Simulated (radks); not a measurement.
Question: Valence configurations of Ca I (all share [Ar]). Method: scalar-relativistic Kohn-Sham, PBE, spin-polarised, spherical densities, point nucleus; open shells are filled with parallel spins first; computed with a radial shooting solver on a logarithmic mesh with Libxc functionals. Order these by energy: 3d2; 4s2; 4p2; 3d1 4s1; 4s1.5 4p0.5; 4s0.5 4p1.5; 3d0.5 4s0.5 4p1; 3d0.5 4s1 4p0.5; 3d0.5 4s1.5; 4s1 4p1.

Answer: From the lowest, in eV above it: 4s2 0.000; 3d0.5 4s1.5 0.937; 4s1.5 4p0.5 1.049; 3d0.5 4s1 4p0.5 1.685; 3d1 4s1 1.814; 4s1 4p1 1.874; 3d0.5 4s0.5 4p1 2.861; 4s0.5 4p1.5 3.149; 4p2 4.429; 3d2 4.530. NIST lists [Ar] 4s2 as the ground configuration; this level of theory agrees among the configurations tried. The energies are those of spherical high-spin densities, not of single terms.
